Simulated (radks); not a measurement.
Fractional charge and spin in the 2s shell of oxygen: the spin-up occupation runs from 0 to 1 and the spin-down occupation from 0 to 1; the fullest corner is O3+, [He] 2p(up 0.5, down 0.5) 2s(up 1, down 1). Calculated with a radial shooting solver on a logarithmic mesh with Libxc functionals: non-relativistic Kohn-Sham, PBE, spin-polarised, spherical densities, point nucleus. Energy (eV) minus the two flat planes that join the four corners (they meet along the diagonal where the two added fractions sum to one electron); zero is where a piecewise linear energy would lie.

| down \ up | 0 | 0.25 | 0.5 | 0.75 | 1 |
|---|---|---|---|---|---|
| 0 | 0.000 | -1.930 | -2.600 | -1.965 | 0.000 |
| 0.25 | -1.930 | -2.269 | -1.363 | 0.830 | -1.813 |
| 0.5 | -2.600 | -1.363 | 1.102 | -1.310 | -2.436 |
| 0.75 | -1.965 | 0.830 | -1.310 | -2.205 | -1.838 |
| 1 | 0.000 | -1.813 | -2.436 | -1.838 | 0.000 |

Corners above the fullest one (they belong to O4+ and the next ion): (up 1, down 0) 89.255 eV, (up 0, down 1) 89.255 eV, (up 0, down 0) 203.08 eV. With half an added electron in each spin the energy lies 1.102 eV from the planes, and with half an added electron in spin up alone -2.600 eV. The planes are only a guide here: the flat-plane condition holds for ground states with one frontier orbital, while this shell lies below other occupied shells, so the corners above the fullest one are inner-hole states and not the ground states of those ions.
